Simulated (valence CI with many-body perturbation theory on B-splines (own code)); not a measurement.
Results of a calculation; reference values are marked as such.
# Sb⁺: what the settings do

Level of theory: valence CI with perturbative core correlation (CI+MBPT): four valence electrons over a frozen Dirac-Fock core [Kr] 4d10, radial functions for each j: 6 s, 6 p, 5 d, 3 f, 1 g, with the one-electron correlation potential Σ1 (screened to all orders), the two-electron term Σ2, the three-electron term Σ3, Breit, model QED; selected single and double excitations, second order for the rest, scaled by the run's own slope (own B-spline code, finite nucleus).

Set against measurement, 24 paired levels are off by 150 cm⁻¹ on average, the worst by 527. These come from a selection out of the NIST Handbook of Basic Atomic Spectroscopic Data. Levels without a partner in it may be off by more.

The reference run has the lowest level 5s2 5p2 3P_0 and an ionisation energy of 16.6445 eV. Its largest variational space holds 10000 state functions.

Names give the largest LS component (configuration and term), which can be under half, so a name can repeat, a term be missing and a line seem to break the LS rules; names also repeat where a configuration has a term twice.

Reference levels: 5s2 5p2 3P_1 3043, 5s2 5p2 3P_2 5646, 5s2 5p2 1D_2 12785, 5s2 5p2 1S_0 23888, 5s 5p3 5S°_2 51196, 5s 5p3 3D°_1 65962, 5s 5p3 3D°_2 66171, 5s 5p3 3D°_3 67558, 5s2 5p 6s 3P°_0 69199, 5s2 5p 6s 3P°_1 69605, 5s2 5p 5d 1D°_2 72266, 5s2 5p 6s 3P°_2 75315 cm⁻¹.

Rank these changes by the mean size of the shift of these levels, smallest first.
A. shift of the energy in Σ1 (hartree) 0 → 0.278
B. highest l with Σ1, explicit Σ2 and valence Breit (higher l get mean screening factors) 3 → 1
C. highest l in the core sums 6 → 3
D. highest l in the core sums 6 → 2

A (260 cm⁻¹), B (360 cm⁻¹), D (1200 cm⁻¹), C (1900 cm⁻¹).
